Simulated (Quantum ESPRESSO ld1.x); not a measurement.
The numbers below are computed, except where a source is named.
Input file for ld1.x (Quantum ESPRESSO 7.5):

```
 &input
    atom='V',
    iswitch=1,
    rel=0,
    lsd=1,
    dft='PW',
    config='[Ar] 3d4',
    verbosity='high',
    prefix='ld1',
    max_out_wfc=37,
    file_charge='ld1.rho',
 /
```

Command: `OMP_NUM_THREADS=1 ld1.x < ld1.in > ld1.out`

Output (excerpt):

```
     Program LD1 v.7.5 starts

     --------------------------- All-electron run ----------------------------

     atomic number is 23.00
     dft =PW   lsd =1 sic =0 latt =0  beta=0.20 tr2=1.0E-14
     Exchange-correlation= PW
                           (   1   4   0   0   0   0   0)
     mesh =1843 r(mesh) =  99.53465 a.u. xmin = -7.00 dx = 0.00800
     1 Ry =  13.60569312 eV

     n l     nl                  e(Ry)          e(Ha)          e(eV)
     1 0     1S 1( 1.00)    -390.611318282    -195.305659141  -5314.5377269
     2 0     2S 1( 1.00)     -43.773591687     -21.886795843   -595.5700554
     2 1     2P 1( 3.00)     -37.009316617     -18.504658309   -503.5374046
     3 0     3S 1( 1.00)      -5.331007195      -2.665503598    -72.5320479
     3 1     3P 1( 3.00)      -3.510438755      -1.755219377    -47.7619524
     3 2     3D 1( 4.00)      -0.742853017      -0.371426508    -10.1070302
     1 0     1S 2( 1.00)    -390.612070460    -195.306035230  -5314.5479608
     2 0     2S 2( 1.00)     -43.681651700     -21.840825850   -594.3191481
     2 1     2P 2( 3.00)     -36.938739811     -18.469369905   -502.5771582
     3 0     3S 2( 1.00)      -5.092823455      -2.546411728    -69.2913931
     3 1     3P 2( 3.00)      -3.275528681      -1.637764340    -44.5658380
     3 2     3D 2( 0.00)      -0.534132471      -0.267066236     -7.2672425

     final scf error:  8.1E-15 reached in  29 iterations

     Etot =   -1883.029429 Ry,    -941.514715 Ha,  -25619.920553 eV
     Total magnetization:    4.00 Bohr mag.

     Ekin =    1880.481357 Ry,     940.240679 Ha,   25585.252267 eV
     Encl =   -4464.034456 Ry,   -2232.017228 Ha,  -60736.282901 eV
     Eh   =     786.594354 Ry,     393.297177 Ha,   10702.161388 eV
     Exc  =     -86.070684 Ry,     -43.035342 Ha,   -1171.051307 eV

     normalization and overlap integrals

     s(1S/1S) =  1.000000  <r> =   0.0672  <r2> =    0.0061  r(max) =   0.0442
     s(2S/2S) =  1.000000  <r> =   0.3120  <r2> =    0.1150  r(max) =   0.2589
     s(2P/2P) =  1.000000  <r> =   0.2757  <r2> =    0.0936  r(max) =   0.2086
     s(3S/3S) =  1.000000  <r> =   0.9653  <r2> =    1.0779  r(max) =   0.8257
     s(3P/3P) =  1.000000  <r> =   1.0335  <r2> =    1.2641  r(max) =   0.8526
     s(3D/3D) =  1.000000  <r> =   1.5052  <r2> =    3.0380  r(max) =   0.9089
     s(1S/1S) =  1.000000  <r> =   0.0672  <r2> =    0.0061  r(max) =   0.0442
     s(2S/2S) =  1.000000  <r> =   0.3116  <r2> =    0.1147  r(max) =   0.2589
     s(2P/2P) =  1.000000  <r> =   0.2752  <r2> =    0.0933  r(max) =   0.2086
     s(3S/3S) =  1.000000  <r> =   0.9669  <r2> =    1.0819  r(max) =   0.8257
     s(3P/3P) =  1.000000  <r> =   1.0371  <r2> =    1.2744  r(max) =   0.8526
     s(3D/3D) =  1.000000  <r> =   1.6511  <r2> =    3.7995  r(max) =   0.9236

     ------------------------ End of All-electron run ------------------------
```

Run on one thread of a shared host, so times are rough (Intel(R) Xeon(R) Processor @ 2.60GHz): 0.44 s of CPU time, 1.3 s wall, 29 iterations on 1843 mesh points.
